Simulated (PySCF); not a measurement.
Species: C₆H₉O (doublet state).
Numbering: `[CH2:1]=[C:2]([CH:3][CH3:4])[C:5]([CH3:6])=[O:7]` (hydrogens: H8, H9 on C1; H10 on C3; H11, H12, H13 on C4; H14, H15, H16 on C6)

Geometry (GFN2-xTB, Å), atoms numbered from 1 in this order:
```xyz
16
C6H9O angstrom
C      0.5833    1.7804   -0.1879
C     -0.0164    0.5536   -0.0058
C      0.6708   -0.6057    0.3322
C      2.1374   -0.6539    0.5597
C     -1.5047    0.5280   -0.1819
C     -2.1347   -0.8032   -0.5155
O     -2.1687    1.5322   -0.0770
H     -0.0233    2.6354   -0.4240
H      1.6447    1.9208   -0.1068
H      0.1248   -1.5210    0.4874
H      2.4749   -1.6773    0.6989
H      2.4110   -0.0792    1.4480
H      2.6785   -0.2161   -0.2801
H     -1.5623   -1.3243   -1.2783
H     -3.1526   -0.6398   -0.8606
H     -2.1702   -1.4208    0.3802
```

The hyperfine couplings belong to this conformer and change with its torsions.

The calculation used PySCF 2.14.0, UKS B3LYP, pcH-1 on C H O, non-relativistic, mean-field spin-orbit, GIAO. Isolated species at its GFN2-xTB geometry (one conformer only). Couplings are sensitive to structure, and on GFN2-xTB geometries they can be far from those on DFT ones. The frame is twisted about the C2–C5 bond at this geometry (dihedral C1–C2–C5–O7 = -22°); couplings at other torsion angles weren't computed. The SCF solution wasn't tested for stability. ⟨S²⟩ is 0.782 where a pure state has 0.75.

Principal values of hyperfine tensors in MHz (contact and dipolar terms together), for some of the nuclei:

```csv
atom,isotope,A1,A2,A3
H12,1H,71.26,72.99,80.32
C3,13C,4.30,6.30,160.53
H13,1H,49.77,52.46,58.99
C1,13C,2.45,4.21,154.35
H10,1H,-68.75,-43.31,-17.19
H8,1H,-67.24,-42.60,-16.60
H9,1H,-62.03,-41.27,-17.18
C4,13C,-22.78,-22.05,-20.78
```

Give the isotropic coupling of each nucleus in MHz and in mT (g = 2.0025), and the anisotropic part.

a_iso is a third of the trace, T = A − a_iso, and a(mT) = a(MHz)/(g × 13.996).

```csv
atom,a_iso (MHz),a_iso (mT),T1,T2,T3
H12,74.86,2.671,-3.59,-1.87,5.46
C3,57.04,2.035,-52.74,-50.75,103.49
H13,53.74,1.917,-3.97,-1.28,5.25
C1,53.67,1.915,-51.22,-49.46,100.68
H10,-43.08,-1.537,-25.66,-0.23,25.90
H8,-42.15,-1.504,-25.09,-0.46,25.55
H9,-40.16,-1.433,-21.87,-1.11,22.98
C4,-21.87,-0.780,-0.91,-0.18,1.09
```

What spin density at the nucleus of H13 lies behind its contact coupling (g_N = 5.58569)?

a_FC = (2μ0/3) gₑ μB g_N μN ρ(0)/(2S·h) = 800.24 MHz × g_N × ρ(0)/(2S), with ρ in bohr⁻³. With a_FC = 53.74 MHz and 2S = 1, ρ(0) = 0.01202 bohr⁻³. In magnitude that is 3.8 % of the 1/π = 0.318 of a free hydrogen atom.

C2 (13C, g_N = 1.40482) isn't in the table. Its spin density at the nucleus is -0.04221 bohr⁻³. What is its contact coupling?

By the same relation, a_FC = -47.4 MHz. Its full tensor has the principal values -75.33, -36.31, -30.71 MHz.

In a single crystal, with the field along each principal axis of the tensor of H13 in turn, what first-order splitting does this nucleus give (isotropic g, quadrupole terms neglected)?

2 lines (I = 1/2), spaced by |A_i|/(g × 13.996): 1.78, 1.87, 2.10 mT along the axes of A1, A2 and A3.
